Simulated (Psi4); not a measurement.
Br$_{3}$In, triplet, geometry from GFN2-xTB (such geometries of metal compounds can be far from the true shape) (a higher spin typed on purpose: for a closed-shell molecule this is an excited state) (core potentials on In). Base run: PBE/def2-SV(P) run with Psi4 1.11.

Here is a job for Psi4.
```
memory 2 GB

molecule {
0 3
In   -0.31221422    0.34829714    0.72257890
Br   -1.81727600   -1.60136639   -0.49182942
Br    0.13534756    2.03252745   -1.39974133
Br    2.11902836   -0.91877705    0.87996029
}

set {
  basis def2-sv(p)
  reference uks
}

energy('pbe')
print_variables()
```

The base run was repeated with changes; each row names its change, and settings that it needs were set with it.

```
change                        ΔE vs base (mEh)  SCF cycles  grid points  basis functions        outcome
----------------------------  ----------------  ----------  -----------  ---------------  -------------
base                                     0.000          25        85186              122      converged
dft_pruning_scheme = robust              0.000          25        64576              122      converged
puream = false                         -19.372          28        85186              133      converged
guess = huckel                           0.000          28        85186              122      converged
df_basis_scf = cc-pvqz-jkfit                 -           -            -              122  input refused
e_convergence = 1e-4                     0.000          25        85186              122      converged
d_convergence = 1e-4                     0.000          23        85186              122      converged
level_shift = 1.0                        0.000          30        85186              122      converged
diis_max_vecs = 3                            -           -            -              122  not converged
scf_type = disk_df                       0.000          25        85186              122      converged
diis_max_vecs = 15                       0.000          27        85186              122      converged
ints_tolerance = 1e-8                    0.000          25        85186              122      converged
dft_radial_scheme = becke               -3.893          26        73652              122      converged
```

Open shells are given as the SCF converged; they aren't shown to be the lowest states, and a large step between rows can be another state.

- df_basis_scf = cc-pvqz-jkfit: ended with `psi4.driver.qcdb.exceptions.BasisSetNotFound: BasisSet::construct: Unable to find a basis set for atom 1 for key JKFIT among:`
